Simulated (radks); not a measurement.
Effect of the nuclear size on the potassium ion K9+, [Ne]. All-electron calculation, Dirac Kohn-Sham, relativistic LDA (MacDonald-Vosko exchange, VWN5 correlation), spin-unpolarised, spherical densities, finite nucleus; Fermi nuclear charge, rms radius 3.4349 fm. Program: a radial shooting solver on a logarithmic mesh with Libxc functionals. The rms radius is varied about that value; shifts are against it.

rms radius (fm)	total energy shift (eV)	density at nucleus (e/bohr^3)	1s1/2 shift (meV)	2s1/2 shift (meV)	3s1/2 (empty) shift (meV)
2.9884	-0.00564	5122	-2.40	-0.196	-0.039
3.2769	-0.00208	5111	-0.886	-0.072	-0.014
3.4349	0	5105	0.000	0.000	0.000
3.7234	0.00405	5096	1.72	0.141	0.028
4.1425	0.0105	5083	4.47	0.365	0.073

Slopes of the eigenvalues against <r^2> in GHz/fm^2, as finite differences over the two radii next to the reference (eigenvalue slopes, not the field-shift constants of lines): 1s1/2 202, 2s1/2 16.5, 3s1/2 (empty) 3.30.
